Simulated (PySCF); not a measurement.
A mixed set of molecules.

All values: PBE0/def2-SVPD (PySCF) at GFN2-xTB geometries, gas phase, one conformer each. Core orbitals are frozen in the response; Δα² is half the sum of the squared differences of the principal polarisabilities.

Question: Rank by HOMO–LUMO gap, highest first.
A. `NC[C@@H]1CCC(=S)C1`
B. `C#CCCC(C)=O`
C. `[SiH3]Oc1ccsc1`
D. `O=C[C@H]1[SiH2]C=CS1`
E. `C#CCC(=O)[SiH2]S`

Answer: B (6.77 eV), C (6.16 eV), D (5.63 eV), E (5.50 eV), A (4.24 eV).

Question: Rank by mean static polarisability, lowest first.
A. `[SiH3]Oc1ccsc1`
B. `O=CC1(F)CCOCC1`
C. `C#CCC(=O)[SiH2]S`
D. `NC[C@@H]1CCC(=S)C1`
E. `C#CCCC(C)=O`

Answer: E (10.78 Å³), B (11.04 Å³), A (13.57 Å³), C (14.05 Å³), D (14.87 Å³).

Question: Rank by dipole moment, highest first.
A. `[NH2:1][CH2:2][C@@H:3]1[CH2:4][CH2:5][C:6](=[S:7])[CH2:8]1` with H–N1–C2–C3 -177° and 64°, N1–C2–C3–C4 177°, C2–C3–C4–C5 -160°, C3–C4–C5–C6 30°, C4–C5–C6–S7 168°, C5–C6–C8–C3 -11°
B. `[CH:1]#[C:2][CH2:3][CH2:4][C:5]([CH3:6])=[O:7]` with C2–C3–C4–C5 180°, C3–C4–C5–C6 180° (5-hexyn-2-one)
C. `[SiH3:1][O:2][c:3]1[cH:4][cH:5][s:6][cH:7]1` with Si1–O2–C3–C4 180°
D. `[O:1]=[CH:2][C:3]1([F:4])[CH2:5][CH2:6][O:7][CH2:8][CH2:9]1` with O1–C2–C3–F4 180°, C2–C3–C5–C6 75°, C3–C5–C6–O7 56°, C5–C6–O7–C8 -62°, C6–O7–C8–C9 63°
E. `[CH:1]#[C:2][CH2:3][C:4](=[O:5])[SiH2:6][SH:7]` with C2–C3–C4–O5 -146°, C3–C4–Si6–S7 168°, C4–Si6–S7–H 6°
F. `[O:1]=[CH:2][C@H:3]1[SiH2:4][CH:5]=[CH:6][S:7]1` with O1–C2–C3–Si4 88°

Answer: A (4.57 D), F (3.38 D), E (3.13 D), B (2.67 D), D (0.74 D), C (0.52 D).

All values together:

| SMILES | formula | μ (D) | HOMO (eV) | LUMO (eV) | α (Å³) | Δα (Å³) | electrons | α per electron (Å³) |
| --- | --- | --- | --- | --- | --- | --- | --- | --- |
| O=CC1(F)CCOCC1 | C6H9FO2 | 0.74 | -7.60 | -1.39 | 11.04 | 0.77 | 70 | 0.158 |
| C#CCCC(C)=O | C6H8O | 2.67 | -7.39 | -0.62 | 10.78 | 5.60 | 52 | 0.207 |
| [SiH3]Oc1ccsc1 | C4H6OSSi | 0.52 | -6.55 | -0.39 | 13.57 | 6.64 | 68 | 0.200 |
| C#CCC(=O)[SiH2]S | C4H6OSSi | 3.13 | -7.32 | -1.82 | 14.05 | 6.06 | 68 | 0.207 |
| NC[C@@H]1CCC(=S)C1 | C6H11NS | 4.57 | -6.11 | -1.87 | 14.87 | 6.44 | 70 | 0.212 |
| O=C[C@H]1[SiH2]C=CS1 | C4H6OSSi | 3.38 | -6.74 | -1.11 | 13.72 | 4.88 | 68 | 0.202 |

Conformers: `[O:1]=[CH:2][C:3]1([F:4])[CH2:5][CH2:6][O:7][CH2:8][CH2:9]1` with O1–C2–C3–F4 180°, C2–C3–C5–C6 75°, C3–C5–C6–O7 56°, C5–C6–O7–C8 -62°, C6–O7–C8–C9 63°; `[CH:1]#[C:2][CH2:3][CH2:4][C:5]([CH3:6])=[O:7]` with C2–C3–C4–C5 180°, C3–C4–C5–C6 180°; `[SiH3:1][O:2][c:3]1[cH:4][cH:5][s:6][cH:7]1` with Si1–O2–C3–C4 180°; `[CH:1]#[C:2][CH2:3][C:4](=[O:5])[SiH2:6][SH:7]` with C2–C3–C4–O5 -146°, C3–C4–Si6–S7 168°, C4–Si6–S7–H 6°; `[NH2:1][CH2:2][C@@H:3]1[CH2:4][CH2:5][C:6](=[S:7])[CH2:8]1` with H–N1–C2–C3 -177° and 64°, N1–C2–C3–C4 177°, C2–C3–C4–C5 -160°, C3–C4–C5–C6 30°, C4–C5–C6–S7 168°, C5–C6–C8–C3 -11°; `[O:1]=[CH:2][C@H:3]1[SiH2:4][CH:5]=[CH:6][S:7]1` with O1–C2–C3–Si4 88°.

Question: How closely does the mean polarisability follow the number of electrons in this set?

Answer: The correlation coefficient is 0.61; α per electron runs from 0.158 to 0.212 Å³.
